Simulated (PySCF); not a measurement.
Sb₂, triplet, geometry from GFN2-xTB (a higher spin typed on purpose: for a closed-shell molecule this is an excited state) (all electrons, no relativity); B3LYP/STO-3G in PySCF.

Here is a job for PySCF.
```python
from pyscf import gto, scf, dft

mol = gto.Mole()
mol.atom = '''
    Sb   -0.00000000   -0.00000000   -1.35280165
    Sb    0.00000000    0.00000000    1.35280165
'''
mol.basis = 'sto-3g'
mol.spin = 2
mol.verbose = 4
mol.build()

mf = dft.UKS(mol)
mf.xc = 'b3lyp'
mf.kernel()
```

The log (banner, timings and long lists left out):

```
PySCF version 2.14.0

[INPUT] verbose = 4
[INPUT] num. atoms = 2
[INPUT] num. electrons = 102
[INPUT] charge = 0
[INPUT] spin (= nelec alpha-beta = 2S) = 2
[INPUT] symmetry False subgroup None
[INPUT] Mole.unit = angstrom
[INPUT] Symbol           X                Y                Z      unit          X                Y                Z       unit  Magmom
[INPUT]  1 Sb     0.000000000000   0.000000000000  -1.352801650000 AA    0.000000000000   0.000000000000  -2.556424619360 Bohr   0.0
[INPUT]  2 Sb     0.000000000000   0.000000000000   1.352801650000 AA    0.000000000000   0.000000000000   2.556424619360 Bohr   0.0

nuclear repulsion = 508.718305304743
number of shells = 22
number of NR pGTOs = 162
number of NR cGTOs = 54
basis = sto-3g
ecp = {}

******** <class 'pyscf.dft.uks.UKS'> ********
method = UKS
initial guess = minao
damping factor = 0
level_shift factor = 0
DIIS = <class 'pyscf.scf.diis.CDIIS'>
diis_start_cycle = 1
diis_space = 8
diis_damp = 0
SCF conv_tol = 1e-09
SCF conv_tol_grad = None
SCF max_cycles = 50
direct_scf = True
direct_scf_tol = 1e-13
number electrons alpha = 52  beta = 50
XC library pyscf.dft.libxc version 7.1.2
    S. Lehtola, C. Steigemann, M. J. T. Oliveira, and M. A. L. Marques,  SoftwareX 7, 1–5 (2018)
XC functionals = b3lyp
    P. J. Stephens, F. J. Devlin, C. F. Chabalowski, and M. J. Frisch,  J. Phys. Chem. 98, 11623 (1994)
radial grids:
    Treutler-Ahlrichs [JCP 102, 346 (1995); DOI:10.1063/1.469408] (M4) radial grids

becke partition: Becke, JCP 88, 2547 (1988); DOI:10.1063/1.454033
pruning grids: <function nwchem_prune>
grids dens level: 3
symmetrized grids: False
atomic radii adjust function: <function treutler_atomic_radii_adjust>
small_rho_cutoff = 0
Set gradient conv threshold to 3.16228e-05
tot grids = 43920
init E= -12470.6495455183

cycle= 1 E= -12506.7824418903  delta_E= -36.1  |g|= 0.16  |ddm|= 1.96
cycle= 2 E= -12506.8024587482  delta_E= -0.02  |g|= 0.0122  |ddm|= 0.648
cycle= 3 E= -12506.8046716906  delta_E= -0.00221  |g|= 0.00393  |ddm|= 0.271
cycle= 4 E= -12506.8049645116  delta_E= -0.000293  |g|= 0.000901  |ddm|= 0.113
cycle= 5 E= -12506.8049788735  delta_E= -1.44e-05  |g|= 2.52e-05  |ddm|= 0.0314
cycle= 6 E= -12506.8049788781  delta_E= -4.59e-09  |g|= 2.93e-06  |ddm|= 0.000572
cycle= 7 E= -12506.8049788782  delta_E= -1.13e-10  |g|= 3.66e-07  |ddm|= 7.86e-05
Extra cycle  E= -12506.8049788782  delta_E= -1.82e-12  |g|= 3.39e-07  |ddm|= 8.43e-06
converged SCF energy = -12506.8049788782  <S^2> = 2.0008589  2S+1 = 3.0005725
```
